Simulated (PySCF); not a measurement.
**Assigning NMR signals**

Geometry (Å), atoms numbered from 1 in this order:
```xyz
23

O    -3.0899    0.6607    0.1449
C    -2.1420   -0.2421    0.6217
C    -1.5209   -1.1871   -0.3647
C    -0.6887   -0.0953    0.2525
C    -0.2695    1.0646   -0.6257
C     1.0371    0.7273   -1.3414
C     2.1222    0.3777   -0.3268
C     1.6814   -0.7987    0.5398
C     0.3747   -0.4712    1.2622
H    -2.9526    1.5179    0.5641
H    -2.3697   -0.6271    1.6153
H    -1.3610   -2.2096   -0.0597
H    -1.8167   -1.0718   -1.3955
H    -0.1216    1.9560   -0.0073
H    -1.0539    1.2827   -1.3523
H     0.8724   -0.1262   -2.0024
H     1.3553    1.5737   -1.9538
H     2.3154    1.2446    0.3104
H     3.0510    0.1295   -0.8451
H     1.5264   -1.6745   -0.0937
H     2.4593   -1.0398    1.2673
H     0.0472   -1.3295    1.8523
H     0.5394    0.3652    1.9481
```

[PySCF 2.14: shielding tensors at PBE0/pcSseg-1 (GIAO); coordinates at the GFN2-xTB level; gas phase; non-relativistic; one computed conformer]

Shifts are taken against calculated references (same method and geometry level): TMS for ¹³C (186.93 ppm), ¹H (31.72 ppm).

**Question.** Assign these signals to the numbered atoms. ¹³C{¹H} NMR (computed): δ 60.3, 38.1, 32.5, 31.3, 29.4, 28.6, 27.8, 22.2.

**Answer.** 
```tsv
δ (ppm)	atoms	environment	reason
60.3	C2	three-membered-ring carbon	deshielded by the electronegative neighbour
38.1	C9	sp3 CH2 in a ring	aliphatic region, no heteroatom directly attached
32.5	C5	sp3 CH2 in a ring	–
31.3	C7	sp3 CH2 in a ring	–
29.4	C6	sp3 CH2 in a ring	–
28.6	C8	sp3 CH2 in a ring	–
27.8	C4	three-membered-ring carbon	carbons of three-membered rings are unusually shielded
22.2	C3	three-membered-ring carbon	–
```

C5 and C7; C7 and C6; C6 and C8; C8 and C4 lie closer than the usual error of such a calculation, so a measured spectrum could show them in the other order.

**Question.** Assign these signals to the numbered atoms. ¹H NMR (600 MHz, computed): δ 3.32 (m, 1H), 1.87 (m, 1H), 1.83 (m, 1H), 1.64 (m, 1H), 1.60 (m, 1H), 1.51 (m, 1H), 1.49 (m, 1H), 1.38 (m, 1H), 1.32 (m, 1H), 1.23 (m, 1H), 0.88 (br s, 1H), 0.65 (m, 1H), 0.47 (m, 1H), 0.42 (m, 1H).

**Answer.** 
3.32 → H11, hydrogen on a three-membered-ring carbon: its carbon carries O, hence the downfield position
1.87 → H19, hydrogen on an sp3 CH2 in a ring: far from electronegative atoms and π systems
1.83 → H17, hydrogen on an sp3 CH2 in a ring
1.64 → H21, hydrogen on an sp3 CH2 in a ring
1.60 → H23, hydrogen on an sp3 CH2 in a ring
1.51 → H15, hydrogen on an sp3 CH2 in a ring
1.49 → H16, hydrogen on an sp3 CH2 in a ring
1.38 → H20, hydrogen on an sp3 CH2 in a ring
1.32 → H14, hydrogen on an sp3 CH2 in a ring
1.23 → H18, hydrogen on an sp3 CH2 in a ring
0.88 → H10, hydrogen on an alcohol oxygen: labile proton, position sensitive to the medium
0.65 → H22, hydrogen on an sp3 CH2 in a ring: far from electronegative atoms and π systems
0.47 → H13, hydrogen on a three-membered-ring carbon: cyclopropane-type protons are shielded by the ring
0.42 → H12, hydrogen on a three-membered-ring carbon

H19 and H17; H21 and H23; H23 and H15; H15 and H16; H16 and H20; H20 and H14; H14 and H18; H13 and H12 lie closer than the usual error of such a calculation, so a measured spectrum could show them in the other order.

The OH or NH signal is concentration- and solvent-dependent in practice; the value given is the gas-phase one. Shifts are as computed. Against solution values, carbons near 30 ppm lie about +3 ppm off and those near 130 ppm about +5 ppm. Of 1211 compounds with measured shifts, 218 miss one by over three times the rms of a fit or turn the order of signals round; such compounds aren't used in these exercises. Multiplicities follow the n + 1 count of equivalent neighbours, as no J values were calculated; m marks all less simple cases, F and P coupling included.
